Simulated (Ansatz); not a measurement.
`N=C([SeH])[SiH2]Cl` + `NCOC=O` → `O=COC[SiH2]Cl` + `N=C(N)[SeH]`  (formal exchange of groups at the Si–C bond)

Program: Ansatz. Geometries: PBE0-D4/def2-TZVP. ΔE: electronic, gas phase. CCSD(T)/CBS is the MP2 limit (def2-TZVPP, def2-QZVPP) plus CCSD(T) − MP2 in def2-TZVPP, frozen cores. For Se outer-core shells are correlated without core-valence functions, which leaves a few kJ/mol of doubt a bond. Scalar relativity is left out up to krypton. One conformer a species, not always the lowest.

| species | HF/def2-TZVPP energy (Eh) |
| --- | --- |
| `N=C([SeH])[SiH2]Cl` | -3243.00964 |
| `NCOC=O` | -282.94583 |
| `O=COC[SiH2]Cl` | -976.97721 |
| `N=C(N)[SeH]` | -2548.98686 |

Problem. Work out ΔE.

Solution. ΔE = (-976.97721) + (-2548.98686) − (-3243.00964) − (-282.94583) = -0.00860 Eh = -0.23 eV. CCSD(T)/CBS gives -0.20 eV.

Largest T1 diagnostic among the species: 0.015.
